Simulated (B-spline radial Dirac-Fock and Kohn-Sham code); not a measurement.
# Li⁺ 1s: cross section and angular parameters

System: Li⁺, configuration 1s2; threshold 72.35 eV (orbital energy of the model). Calculated with a radial B-spline solver, using Dirac-Hartree-Slater photoionisation with a Latter tail; cross sections with all multipoles, angular parameters from the dipole term and its interference with E2.

The run's input, task.json:

```json
{"items": [{
  "Z": 3,
  "q": 1,
  "cfg": [[1, 0, 2]],
  "A": 7,
  "rrms": 2.444,
  "do": "xps",
  "hv": [59.9, 83.2, 100.0, 150, 175.0, 178.0, 201.0, 220.0, 240.0, 261.0, 562.0, 600, 631.0, 780.0, 858.0, 1030.0, 1253.6, 1540.0, 1560.0, 2620.0, 2984.4, 5370.0, 5414.7, 5980.0, 6000, 8047.8, 11400.0, 12000, 12300.0]
}]}
```

Run with: `python xray2_run.py task.json out`

For linearly polarised light dσ/dΩ = σ/(4π) [1 + β P₂(cos θ) + (δ + γ cos²θ) sin θ cos φ], with θ from the polarisation vector and φ the angle between the beam and the projection of the electron momentum on the plane normal to the polarisation.

```
hν (eV)    σ (kb)      β      γ
   83.2      1980  2.000  0.065
    100      1300  2.000  0.105
    150       485  2.000  0.175
    175       330  2.000  0.202
    178       316  2.000  0.205
    201       231  2.000  0.226
    220       183  2.000  0.243
    240       146  2.000  0.260
    261       117  2.000  0.276
    562      14.1  2.000  0.466
    600      11.6  2.000  0.487
    631      10.1  2.000  0.503
    780      5.39  2.000  0.578
    858      4.05  2.000  0.616
   1030      2.33  2.000  0.694
 1253.6      1.26  2.000  0.788
   1540     0.660  2.000  0.895
   1560     0.633  2.000  0.902
   2620         ?      ?      ?
 2984.4    0.0773  2.000  1.268
   5370    0.0114  2.000  1.709
 5414.7    0.0111  2.000  1.717
   5980   0.00803  2.000  1.811
   6000   0.00794  2.000  1.814
 8047.8   0.00299  2.000  2.117
  11400  0.000930  2.000  2.528
  12000  0.000782  2.000  2.594
  12300  0.000719  2.000  2.627
```

Question: Give the values at 2620 eV.

Answer: σ = 0.118 kb, β = 2.000, γ = 1.191. For an s subshell δ is negligible.
